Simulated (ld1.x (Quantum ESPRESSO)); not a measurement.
Reading a pseudo-wave (Mn)

Columns: radius, all-electron u(r) and pseudo u(r) of the 4s shell (level -5.38 eV) of manganese in the configuration [Ne] 3s2 3p6 3d5 4s1.75 4p0.25; PBE, scalar-relativistic, PAW scheme, ld1.x (Quantum ESPRESSO) 7.5.

```json
{"r (bohr)": "0.120", "all-electron": "-0.0988", "pseudo": "-0.0331"}
{"r (bohr)": "0.240", "all-electron": "-0.1351", "pseudo": "-0.0665"}
{"r (bohr)": "0.360", "all-electron": "0.0421", "pseudo": "-0.1005"}
{"r (bohr)": "0.480", "all-electron": "0.2009", "pseudo": "-0.1352"}
{"r (bohr)": "0.600", "all-electron": "0.2695", "pseudo": "-0.1709"}
{"r (bohr)": "0.720", "all-electron": "0.2545", "pseudo": "-0.2075"}
{"r (bohr)": "0.840", "all-electron": "0.1841", "pseudo": "-0.2451"}
{"r (bohr)": "0.960", "all-electron": "0.0847", "pseudo": "-0.2834"}
{"r (bohr)": "1.080", "all-electron": "-0.0249", "pseudo": "-0.3221"}
{"r (bohr)": "1.200", "all-electron": "-0.1328", "pseudo": "-0.3608"}
{"r (bohr)": "1.320", "all-electron": "-0.2323", "pseudo": "-0.3991"}
{"r (bohr)": "1.440", "all-electron": "-0.3204", "pseudo": "-0.4363"}
{"r (bohr)": "1.560", "all-electron": "-0.3956", "pseudo": "-0.4718"}
{"r (bohr)": "1.680", "all-electron": "-0.4582", "pseudo": "-0.5049"}
{"r (bohr)": "1.800", "all-electron": "-0.5088", "pseudo": "-0.5351"}
{"r (bohr)": "1.920", "all-electron": "-0.5485", "pseudo": "-0.5615"}
{"r (bohr)": "2.040", "all-electron": "-0.5784", "pseudo": "-0.5838"}
{"r (bohr)": "2.160", "all-electron": "-0.5998", "pseudo": "-0.6013"}
{"r (bohr)": "2.280", "all-electron": "-0.6135", "pseudo": "-0.6138"}
{"r (bohr)": "2.400", "all-electron": "-0.6208", "pseudo": "-0.6208"}
{"r (bohr)": "2.520", "all-electron": "-0.6226", "pseudo": "-0.6226"}
{"r (bohr)": "2.640", "all-electron": "-0.6195", "pseudo": "-0.6195"}
{"r (bohr)": "2.760", "all-electron": "-0.6124", "pseudo": "-0.6124"}
{"r (bohr)": "2.880", "all-electron": "-0.6020", "pseudo": "-0.6020"}
{"r (bohr)": "3.000", "all-electron": "-0.5887", "pseudo": "-0.5887"}
{"r (bohr)": "3.120", "all-electron": "-0.5733", "pseudo": "-0.5733"}
```

(1) How many radial nodes do the two functions have?

(2) At about which radius was the pseudo-wave matched?

(3) Is the pseudo-wave norm-conserving?

Results:

(1) The all-electron 4s function has n − l − 1 = 3 (the table is too coarse to show those close to the nucleus); the pseudo-wave has 0, since the states of the same l below it are removed with the core.

(2) 2.40 bohr, where the columns begin to agree (steps of 0.12 bohr).

(3) No, it belongs to a PAW set: the norm inside the radius is not constrained, and the difference is carried by the augmentation charge.
